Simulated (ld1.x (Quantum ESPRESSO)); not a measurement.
## gold: one change to an RRKJ potential, before and after

Au, norm-conserving RRKJ (Kleinman–Bylander form), made with ld1.x (Quantum ESPRESSO) 7.5 (PBE, fully relativistic). Core [Xe] 4f14, reference 5d10 6s0 6p0 (charge +1). Waves: 6p (bound, empty): rc 2.20 bohr; 5d (bound): rc 1.70 bohr; 6s (bound, empty): rc 1.90 bohr. Local part: the s channel. Core correction: none.

Open shells are filled in proportion to 2j + 1 (rel_dist='average').

Change: wave 5d (bound): rc 1.70 bohr becomes 5d (bound): rc 2.00 bohr.

Cutoffs: the cutoffs (Ry, on a coarse ladder) from which the occupation-weighted sum of valence levels, in a spherical-Bessel basis at the reference potential, stays within 10 and 1 mRy of its value at 400 Ry; they do not see the model core or the augmentation charge, which bear on the density cutoff. Errors are all-electron minus pseudo energies relative to the spin-unpolarised reference configuration.

Q: How do hardness, ghosts and transferability respond?

A: The potential gets softer (40 Ry and 55 Ry → 40 Ry and 45 Ry); of the 7 tests that both files solve, the error grows in 1 and shrinks in 2 by more than 15 % and 0.3 meV (median size 53.3 → 47.6 meV); neither file shows a bound ghost. A larger radius leaves more room for a smooth pseudo-wave, so fewer plane waves are needed.

| quantity | base | changed |
| --- | --- | --- |
| cutoff, loose | 40 Ry | 40 Ry |
| cutoff, tight | 55 Ry | 45 Ry |
| bound ghosts | none | none |
| error for 5d10 6s1 6p0, meV [ΔE -9.43 eV] | +9.4 | +11 |
| error for 5d9 6s0 6p0, meV [ΔE 21.23 eV] | -50 | -48 |
| error for 5d8 6s0 6p0, meV [ΔE 55.11 eV] | -259 | -242 |
| error for 5d9 6s2 6p0, meV [ΔE -7.72 eV] | -53 | -39 |
| error for 5d7 6s0 6p0, meV [ΔE 102.80 eV] | -696 | -634 |
| error for 5d9 6s1 6p1, meV [ΔE -1.98 eV] | -66 | -55 |
| error for 5d10 6s0.5 6p0, meV [ΔE -5.64 eV] | +3.0 | +3.4 |
| s: phases at 2.40 bohr within 0.05 rad from the reference energy up to (Ry; the scan ends near 5) | 1.8 | 1.8 |
| p1/2: phases at 2.40 bohr within 0.05 rad from the reference energy up to (Ry; the scan ends near 5) | 4.5 | 4.5 |
| p3/2: phases at 2.40 bohr within 0.05 rad from the reference energy up to (Ry; the scan ends near 5) | 0.2 | 0.2 |
| d3/2: phases at 2.40 bohr within 0.05 rad from the reference energy up to (Ry; the scan ends near 5) | 1.1 | 1.0 |
| d5/2: phases at 2.40 bohr within 0.05 rad from the reference energy up to (Ry; the scan ends near 5) | 1.3 | 1.2 |
